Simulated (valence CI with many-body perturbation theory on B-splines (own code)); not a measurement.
# Questions on As XXIX

Computed by configuration interaction combined with many-body perturbation theory (CI+MBPT): three valence electrons over a frozen Dirac-Fock core [He], a basis of 11 s, 11 p, 9 d, 7 f, 5 g, 2 h, 1 i functions for each j, with the one-electron correlation potential Σ1, the two-electron term Σ2, the three-electron term Σ3, Breit, model QED; selected CI, second order for the rest (own B-spline code, finite nucleus).

The last digits are not significant, and no measured levels were compared; by estimate large intervals hold to a few tenths of a per cent, small ones and those within an open d or f shell to about a per cent.

Rates and lifetimes use the calculated energies. Strong lines usually hold to 10 to 20 %, long lifetimes can be off by a factor of two.

Task: What is the ground level?

Result: 2s²2p ²P°_1/2, composition 98 % 2s²2p ²P°, g = 0.657.

Task: How well does LS coupling describe the low levels?

Result: Among the lowest 20 levels the leading LS term, summed over configurations, holds 86 % on average. For single configurations the figures are 85 % in LS and 90 % in jj coupling. Terms mix most in the J = 3/2 level at 236.9 eV, where the leading one holds 61 %.

Task: What is the ionisation energy?

Result: 3089 eV; NIST lists 3088.1 ± 1.9 eV (semi-empirical).

Task: Among levels below 1991.5 eV, which E1 lines absorb most strongly from the ground level?

Result: to 2s²3d ²D_3/2 at 0.6902 nm, f = 0.689; to 2s2p3p ²D_3/2 at 0.6734 nm, f = 0.230; to 2s2p3p ²P_1/2 at 0.6753 nm, f = 0.106.

Task: Where does the other parity begin?

Result: At 2s2p² ⁴P_1/2, 74.8 eV.

Task: How is the term ²P° of the ground level split?

Result: J = 1/2 at 0.0, J = 3/2 at 41.8 eV.

Task: What are the static dipole polarisabilities of the lowest levels?

Result: 2s²2p ²P°_1/2 0.00526 bohr³, of which the core gives 7.46e-06.
